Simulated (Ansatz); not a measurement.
Reaction (formal exchange of groups at a B–C bond): `BC(B)[SiH3]` + `[NH2][SnH3]` → `[BH2][SnH2][NH2]` + `BC[SiH3]`

Program: Ansatz. Geometries: PBE0-D4/def2-TZVP. ΔE: electronic, gas phase. CCSD(T)/CBS adds triple-zeta CCSD(T) − MP2 to the extrapolated MP2 energy (def2 sets, frozen cores). Functionals use def2-TZVPP. B3LYP here is the variant with VWN-RPA as its local correlation; programs differ in this. HSE06 is defined as in plane-wave codes. def2 core potentials past Kr. For Sn outer-core shells are correlated without core-valence functions, which leaves a few kJ/mol of doubt a bond. Each species was taken in one conformer, which may not be the lowest.

```
             level  ΔE (kJ/mol)  difference from CCSD(T)/CBS
       LDA (SPW92)         69.2                         24.5
            PBE-D4         53.5                          8.8
         revPBE-D4         53.7                          9.0
           BLYP-D4         45.6                          0.9
         r2SCAN-D4         53.6                          8.9
            B97M-V         58.1                         13.4
          B3LYP-D4         45.2                          0.5
        r2SCAN0-D4         52.6                          7.9
          HSE06-D4         51.8                          7.1
          BHLYP-D4         43.1                         -1.6
      CAM-B3LYP-D4         47.2                          2.5
           ωB97X-V         47.1                          2.4
           ωB97M-V         52.2                          7.5
            B2PLYP         44.1                         -0.6
          PBE-QIDH         50.9                          6.2
               PBE         50.8                          6.1
            revPBE         43.5                         -1.2
              BLYP         39.0                         -5.7
            r2SCAN         53.0                          8.3
              PBE0         49.7                          5.0
             B3LYP         40.7                         -4.0
           r2SCANh         52.5                          7.8
           r2SCAN0         51.9                          7.2
             HSE06         49.8                          5.1
         CAM-B3LYP         45.1                          0.4
           LC-ωPBE         50.2                          5.5
RPA@PBE/def2-TZVPP         41.6                         -3.1
       HF/def2-SVP         28.8                        -15.9
      MP2/def2-SVP         55.5                         10.8
     CCSD/def2-SVP         46.1                          1.4
  CCSD(T)/def2-SVP         50.1                          5.4
     HF/def2-TZVPP         29.4                        -15.3
    MP2/def2-TZVPP         49.9                          5.2
SCS-MP2/def2-TZVPP         44.6                         -0.1
   CCSD/def2-TZVPP         42.1                         -2.6
CCSD(T)/def2-TZVPP         46.1                          1.4
     HF/def2-QZVPP         29.9                        -14.8
SCS-MP2/def2-QZVPP         43.9                         -0.8
      HF/CBS(def2)         29.9                        -14.8
    CCSD/CBS(def2)         40.7                         -4.0
       CCSD(T)/CBS         44.7                            0
```

Largest T1 diagnostic among the species: 0.013.

The D4 term adds +4.5 kJ/mol with B3LYP and +2.2 kJ/mol with PBE0; it sums over pairs of atoms, weighted by their polarisabilities, and B3LYP, whose exchange is more repulsive, gets the larger term. In def2-TZVPP, CCSD(T) changes the Hartree–Fock value by +16.7 kJ/mol (the triples alone add +4.0 kJ/mol) and MP2 by +20.5 kJ/mol.
